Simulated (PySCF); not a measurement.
**S²⁺ (sulfur, charge +2) across methods**

[Ne] 3s1 3p3, high-spin 5S determinant (an excited configuration). All numbers are calculated (PySCF 2.14, the spin-free X2C one-electron Hamiltonian (Gaussian nucleus), in aug-cc-pVTZ-DK (6s5p3d2f, 50 functions)).

| method | E (hartree) | mean ε 2p β (eV) | mean ε 3s α (eV) | mean ε 3p α (eV) | Σ⟨r²⟩ (bohr²) | ⟨S²⟩ |
| --- | --- | --- | --- | --- | --- | --- |
| CAM-B3LYP | -397.6991 | -189.79 | -45.995 | -33.121 | 15.22 | 6.000 |
| UHF | -397.21859 | -206.96 | -52.375 | -36.415 | 15.29 | 6.000 |
| LC-wPBE | -397.5902 | -188.32 | -47.944 | -34.952 | 15.18 | 6.000 |
| PBE | -397.5271 | -182.38 | -41.832 | -30.198 | 15.21 | 6.000 |
| LDA | -396.2864 | -182.34 | -41.626 | -30.118 | 15.25 | 6.000 |
| r2SCAN | -397.6982 | -184.94 | -43.041 | -30.754 | 15.16 | 6.000 |
| PBE0 | -397.5676 | -188.84 | -44.637 | -31.903 | 15.20 | 6.000 |
| BHandHLYP | -397.7074 | -195.35 | -46.992 | -33.173 | 15.20 | 6.000 |
| HSE06 | -397.5856 | -188.35 | -44.205 | -31.480 | 15.20 | 6.000 |
